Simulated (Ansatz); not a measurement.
Isolated molecules relaxed with PBE0-D4/def2-TZVP in Ansatz; ΔE leaves out vibrations. CBS: MP2 limit from def2 TZ/QZ plus the TZ coupled-cluster correction, frozen cores. Functionals use def2-TZVPP. B3LYP here is the variant with VWN-RPA as its local correlation; programs differ in this. HSE06 is defined as in plane-wave codes. def2 core potentials past Kr. For Sb outer-core shells are correlated without core-valence functions, which leaves a few kJ/mol of doubt a bond. One conformer a species, not always the lowest.

Consider the redistribution: `[F][SbH][AlH2]` + `[SiH3]SS` → `[F][SbH][SH]` + `[AlH2][S][SiH3]`.

```json
{"level": "r2SCAN-D4", "ΔE (kcal/mol)": "-45.0", "difference from CCSD(T)/CBS": "-0.4"}
{"level": "B3LYP-D4", "ΔE (kcal/mol)": "-43.0", "difference from CCSD(T)/CBS": "1.6"}
{"level": "r2SCANh-D4", "ΔE (kcal/mol)": "-45.0", "difference from CCSD(T)/CBS": "-0.4"}
{"level": "HSE06-D4", "ΔE (kcal/mol)": "-42.4", "difference from CCSD(T)/CBS": "2.2"}
{"level": "BHLYP-D4", "ΔE (kcal/mol)": "-44.4", "difference from CCSD(T)/CBS": "0.2"}
{"level": "B2PLYP", "ΔE (kcal/mol)": "-44.3", "difference from CCSD(T)/CBS": "0.3"}
{"level": "PBE-QIDH", "ΔE (kcal/mol)": "-44.6", "difference from CCSD(T)/CBS": "0.0"}
{"level": "PBE", "ΔE (kcal/mol)": "-41.2", "difference from CCSD(T)/CBS": "3.4"}
{"level": "revPBE", "ΔE (kcal/mol)": "-41.0", "difference from CCSD(T)/CBS": "3.6"}
{"level": "BLYP", "ΔE (kcal/mol)": "-41.9", "difference from CCSD(T)/CBS": "2.7"}
{"level": "r2SCAN", "ΔE (kcal/mol)": "-45.0", "difference from CCSD(T)/CBS": "-0.4"}
{"level": "r2SCAN0", "ΔE (kcal/mol)": "-44.8", "difference from CCSD(T)/CBS": "-0.2"}
{"level": "HF/def2-SVP", "ΔE (kcal/mol)": "-46.5", "difference from CCSD(T)/CBS": "-1.9"}
{"level": "CCSD(T)/def2-SVP", "ΔE (kcal/mol)": "-45.9", "difference from CCSD(T)/CBS": "-1.3"}
{"level": "SCS-MP2/def2-TZVPP", "ΔE (kcal/mol)": "-45.6", "difference from CCSD(T)/CBS": "-1.0"}
{"level": "MP2/def2-QZVPP", "ΔE (kcal/mol)": "-46.6", "difference from CCSD(T)/CBS": "-2.0"}
{"level": "CCSD(T)/CBS", "ΔE (kcal/mol)": "-44.6", "difference from CCSD(T)/CBS": "0"}
```

Largest T1 diagnostic among the species: 0.014.

Leaving LDA and LC-ωPBE aside and taking each functional with its dispersion term where it has one, the values, not all of them listed here, spread over 5.4 kcal/mol, from B97M-V to revPBE-D4. At CCSD(T), def2-SVP lies −1.3 kcal/mol from the extrapolated value and def2-TZVPP −0.0 kcal/mol. From BLYP to BHLYP (50 % exact exchange), in def2-TZVPP and without D4, ΔE moves by −2.2 kcal/mol.
